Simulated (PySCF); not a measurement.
**C₆ coefficients of unlike pairs at wB97X**

Calculated with PySCF 2.14 from the dipole response of each species, C₆(A,B) = (3/π) ∫ α_A(iu) α_B(iu) du, in atomic units, from isotropic polarisabilities. For ions this is the dispersion term alone; charge-induced terms of lower order in 1/R come first.

```
species           configuration                                                                           basis     relativity  α (bohr³)  C₆ (like pair)
   Sb²⁺  [Kr] 4d10 5s2 5p1 (2P)                                                      aug-cc-pVTZ-DK3 (8s7p5d2f)  spin-free X2C      15.69           92.97
    In⁺      [Kr] 4d10 5s2 (1S)    x2c-TZVPPall with one added diffuse shell each of s, p, d, f type (9s7p5d3f)  spin-free X2C      24.67           167.9
   Ne³⁺       [He] 2s2 2p3 (4S)  x2c-QZVPPall with one added diffuse shell each of s, p, d, f type (8s5p4d3f1g)  spin-free X2C     0.6907          0.6084
```

(1) Estimate C₆ for Ne³⁺ with Sb²⁺.

No spin-orbit coupling is included.

The other pairs:

```json
{"pair": "Ne³⁺, In⁺", "C₆": "8.413"}
{"pair": "In⁺, Sb²⁺", "C₆": "124.0"}
```

Results:

(1) The integral gives 6.402. The combination rule 2 C_A C_B / (C_A α_B/α_A + C_B α_A/α_B) gives 6.316 and the geometric mean 7.521.
